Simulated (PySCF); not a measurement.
Job file and geometry (Å, from GFN2-xTB) of an NMR shielding run on SMILES [NH3+][B-](Cl)(Cl)c1ccncc1, C₅H₇BCl₂N₂, PySCF, GIAO PBE0/pcSseg-1 NMR shielding, non-relativistic, gas phase; density fitting, a coarse starting grid and PySCF grid level 2 are the driver's defaults:

```
$ OMP_NUM_THREADS=1 python probes_run.py task.json out

{"job": {"kind": "nmr", "xc": "PBE0", "basis": "pcSseg-1"}, "charge": 0, "multiplicity": 1}
N     -2.263305    -0.315813    -0.791317
B     -1.450954    -0.118990     0.636375
Cl    -2.260979     1.357502     1.361160
Cl    -1.867608    -1.665501     1.541807
C      0.110330     0.049041     0.326193
C      0.739427     1.293476     0.296639
C      2.094964     1.369069     0.020125
N      2.848563     0.311929    -0.227652
C      2.266107    -0.874693    -0.201365
C      0.919316    -1.058330     0.063536
H     -2.181855     0.521386    -1.367174
H     -1.908552    -1.131784    -1.288444
H     -3.245362    -0.467685    -0.558002
H      0.172828     2.189574     0.498347
H      2.605463     2.323317    -0.004299
H      2.915195    -1.717494    -0.402199
H      0.499423    -2.052973     0.086361
```

Task: Write the output of this run.

Result: 
```
coarse grid: 16232 points
cycle   1  E = -1248.7434641907  dE =  1.593e+00  |g| = 4.333e-01  |ddm| = 3.965e+00
cycle   2  E = -1248.7550270068  dE = -1.156e-02  |g| = 4.468e-01  |ddm| = 1.260e+00
cycle   3  E = -1248.8003338653  dE = -4.531e-02  |g| = 9.293e-02  |ddm| = 5.720e-01
cycle   4  E = -1248.8016383990  dE = -1.305e-03  |g| = 5.095e-02  |ddm| = 1.218e-01
cycle   5  E = -1248.8022027612  dE = -5.644e-04  |g| = 1.477e-02  |ddm| = 6.453e-02
cycle   6  E = -1248.8022573889  dE = -5.463e-05  |g| = 3.823e-03  |ddm| = 1.695e-02
cycle   7  E = -1248.8022606893  dE = -3.300e-06  |g| = 1.013e-03  |ddm| = 3.723e-03
final grid: 150328 points
cycle   8  E = -1248.8511648206  dE = -5.950e-05  |g| = 8.442e-03  |ddm| = 4.521e-02
cycle   9  E = -1248.8511617399  dE =  3.081e-06  |g| = 9.178e-03  |ddm| = 1.749e-02
cycle  10  E = -1248.8511802826  dE = -1.854e-05  |g| = 1.265e-03  |ddm| = 8.934e-03
cycle  11  E = -1248.8511805580  dE = -2.754e-07  |g| = 4.481e-04  |ddm| = 1.434e-03
cycle  12  E = -1248.8511805992  dE = -4.118e-08  |g| = 1.317e-04  |ddm| = 4.847e-04
cycle  13  E = -1248.8511806026  dE = -3.458e-09  |g| = 5.204e-05  |ddm| = 1.809e-04
cycle  14  E = -1248.8511806033  dE = -6.780e-10  |g| = 1.209e-05  |ddm| = 6.340e-05
converged SCF energy = -1248.8511806033

GIAO shielding tensors (ppm)
atom      isotropic    diamagn.    paramagn.     s11        s22        s33       span
  0 N      183.057     317.694    -134.637    164.516    177.759    206.897     42.381
  1 B       97.692     181.470     -83.778     79.414    102.823    110.837     31.423
  2 Cl     895.622    1148.259    -252.637    817.237    886.383    983.245    166.008
  3 Cl     878.318    1148.038    -269.720    814.490    831.821    988.643    174.153
  4 C       32.494     258.814    -226.320    -64.320    -29.171    190.972    255.292
  5 C       54.593     255.343    -200.751    -60.035     48.655    175.158    235.192
  6 C       31.623     250.873    -219.250    -78.656     27.979    145.546    224.201
  7 N      -95.334     331.622    -426.956   -420.761   -175.199    309.959    730.720
  8 C       31.913     250.883    -218.970    -78.940     28.953    145.726    224.665
  9 C       55.396     256.228    -200.832    -59.749     50.962    174.977    234.726
 10 H       28.542      30.258      -1.716     23.288     25.753     36.584     13.296
 11 H       28.431      30.512      -2.081     22.798     25.793     36.701     13.903
 12 H       28.025      27.836       0.188     24.219     24.815     35.040     10.821
 13 H       23.771      33.291      -9.520     18.940     21.095     31.279     12.339
 14 H       22.732      29.021      -6.289     18.378     22.352     27.465      9.086
 15 H       22.728      29.177      -6.449     18.372     22.300     27.513      9.141
 16 H       23.915      33.462      -9.547     19.274     21.173     31.297     12.023
```

Size and cost of the density-fitted run: 219 basis functions, 88 s wall time on 1 thread of an Arm Neoverse N1, shared host; peak memory 0.97 GiB.
